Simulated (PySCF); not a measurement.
Static response to an electric field

Species: C5H6P2.
Geometry (GFN2-xTB, Å), atoms numbered from 1 in this order:
```xyz
13
C5H6P2 angstrom
C      3.0497    0.3969    0.0853
C      2.0306   -0.2012   -0.1095
C      0.7765   -0.8681   -0.3531
P     -0.4750    0.3558   -1.0578
P     -0.7355    1.5530    0.7411
C     -1.8973   -0.6662   -0.8270
C     -2.8926   -1.3407   -0.7896
H      3.9568    0.8916    0.2642
H      0.9120   -1.6688   -1.0872
H      0.3863   -1.2961    0.5757
H      0.3150    2.4045    0.4028
H     -1.6775    2.3790    0.1276
H     -3.7534   -1.9391   -0.7127
```

Level: PBE0/def2-SVPD (PySCF), static field, nuclei fixed, core orbitals frozen in the response. The polarisability tensor in these axes (au):

```
x   136.34  17.20   6.21
y    17.20 104.90  13.08
z     6.21  13.08  86.77
```

Problem. Give the principal values, the mean and the anisotropy Δα = √{½[(α1 − α2)² + (α2 − α3)² + (α1 − α3)²]}.

Solution. Principal values 79.79, 102.21 and 146.01 au; mean 109.34 au = 16.20 Å³ = 18.03 × 10⁻⁴⁰ C²·m²/J; Δα = 58.34 au (53 % of the mean).

Problem. What is the dipole moment, and where does it point?

Solution. (-0.17, -0.37, 0.19) D, 0.45 D in size, pointing from the negative to the positive side. Measured along this direction, the outermost atoms are H8 at the negative end and H13 at the positive end.

Problem. Traceless (Buckingham) quadrupole moment about the centre of nuclear charge: eigenvalues?

Solution. -10.83, -1.07, 11.90 D·Å. The values depend on the origin, since the dipole doesn't vanish. The electronic extent ⟨r²⟩ about the same centre is 1212 bohr², a root-mean-square distance of 2.27 Å for the 66 electrons.

Problem. Form Σ f/ω² (atomic units) for the 8 lowest TDDFT singlets, given as eV and f, and set it beside the mean polarisability, which is this sum over all singlets: 4.85, 0.0481; 5.34, 0.0666; 5.75, 0.0234; 5.97, 0.0143; 6.13, 0.0287; 6.23, 0.0574; 6.26, 0.0372; 6.34, 0.0073.

Solution. They add up to 6.56 au, 6.0 % of the 109.34 au; the largest single term is 1.73 au, from the state at 5.34 eV. Terms in order: 1.51, 1.73, 0.52, 0.30, 0.56, 1.09, 0.70, 0.13 au. Higher excitations give the rest. The strengths listed sum to 0.283.

Problem. Molar refractivity from α?

Solution. Lorentz–Lorenz: R = (4π/3)N_A α = 2.5225 cm³/(mol·Å³) × 16.20 Å³ = 40.9 cm³/mol, in the limit of long wavelengths.

Isolated species at its GFN2-xTB geometry (one conformer only).
